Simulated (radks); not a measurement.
Correlation energies from several functionals, in hartree. Species: Ga2+ [Ar] 3d10 4s1; Co4+ [Ar] 3d5. All-electron calculation, non-relativistic Kohn-Sham, PBE, spin-polarised, spherical densities, point nucleus. Program: a radial shooting solver on a logarithmic mesh with Libxc functionals. Every spin shell is full or empty, so the densities are truly spherical. Functionals are evaluated on that one density, not self-consistently.

PW92: Ga2+ -2.6621; Co4+ -2.0648
VWN5: Ga2+ -2.6750; Co4+ -2.0752
Wigner: Ga2+ -1.5311; Co4+ -1.1432
Chachiyo: Ga2+ -2.6224; Co4+ -2.0254
PBE: Ga2+ -1.4031; Co4+ -1.0434
PBEsol: Ga2+ -1.6061; Co4+ -1.2005
LYP: Ga2+ -1.4186; Co4+ -1.0681
PW91: Ga2+ -1.5256; Co4+ -1.1431
TPSS: Ga2+ -1.4050; Co4+ -1.0478
r2SCAN: Ga2+ -1.4211; Co4+ -1.0409
B95: Ga2+ -1.6882; Co4+ -1.2570
Tao-Mo: Ga2+ -1.3394; Co4+ -0.98648
